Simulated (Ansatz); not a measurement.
Basis-set series for C2H2AlCl (`Cl[C]1=[CH][AlH]1`). Charge 0, multiplicity 1. The structure was optimised at the PBE0-D4/def2-TZVP level.

```json
{"functional": "PBE0-D4", "basis": "def2-SVP", "functions": "74", "energy (Eh)": "-779.32837", "HOMO (eV)": "-6.96", "LUMO (eV)": "-0.91"}
{"functional": "PBE0-D4", "basis": "def2-QZVPP", "functions": "314", "energy (Eh)": "-779.68357", "HOMO (eV)": "-7.07", "LUMO (eV)": "-1.13"}
{"functional": "ωB97M-V", "basis": "def2-SVP", "functions": "74", "energy (Eh)": "-779.61616", "HOMO (eV)": "-9.05", "LUMO (eV)": "0.78"}
{"functional": "ωB97M-V", "basis": "def2-QZVPP", "functions": "314", "energy (Eh)": "-779.97086", "HOMO (eV)": "-9.20", "LUMO (eV)": "0.25"}
```

**Question.** Give the rows for def2-TZVPP. (An estimate is asked.)

**Answer.** Computed: 
```csv
functional,basis,functions,energy (Eh),HOMO (eV),LUMO (eV)
PBE0-D4,def2-TZVPP,174,-779.65852,-7.05,-1.05
ωB97M-V,def2-TZVPP,174,-779.94682,-9.17,0.52
```

Positive LUMOs are unbound and depend on the basis.
